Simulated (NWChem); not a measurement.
MoNHOF$_{2}$; SMILES [NH]=[Mo](=[O])([F])[F]

```xyz
6

Mo     0.0181     0.0191     0.0000
O      0.9683     1.3843     0.0000
N      1.0673    -1.3327     0.0000
H      2.0260    -1.6804     0.0000
F     -1.0001    -0.0483     1.5395
F     -1.0001    -0.0483    -1.5395
```
Atoms are numbered in this order, from 1.

Program: NWChem. Medium grid unless said otherwise, to which SCAN and Minnesota functionals are sensitive. The geometry was optimised at PBE0/def2-SVP. def2 effective core potentials on Mo; no spin-orbit coupling. Total energies of different functionals are on different scales.

| level | energy (Ha) | highest occupied level (eV) | orbital gap (eV) | dipole (D) |
|---|---|---|---|---|
| B3LYP/def2-SVP | -398.3788 | -8.70 | 5.89 | 1.84 |
| PBE/def2-SVP | -398.0964 | -7.41 | 4.16 | 1.64 |
| LC-wPBE (HJS exchange hole, range parameter 0.4 per bohr)/def2-SVP | -398.1367 | -11.71 | 11.39 | 1.80 |
| BLYP/def2-SVP | -398.3350 | -7.24 | 4.11 | 1.65 |
| r2SCAN/def2-SVP | -398.2662 | -7.84 | 4.49 | 1.73 |
| M05-2X/def2-SVP | -398.1905 | -10.59 | 8.94 | 2.04 |
| B97-2/def2-SVP | -398.3134 | -8.76 | (withheld) | 1.88 |
| N12/def2-SVP | -398.3859 | -7.44 | 4.09 | 1.85 |
| KT2/def2-SVP | -403.1729 | -7.57 | 4.08 | 1.77 |
| BHandHLYP/def2-SVP | -398.0500 | -10.46 | 8.66 | 2.06 |
| M06-2X/def2-SVP | -398.0851 | -10.47 | 8.74 | 2.07 |

**Question.** What belongs in the gaps?

**Answer.** 
- B97-2/def2-SVP, orbital gap (eV): 6.02
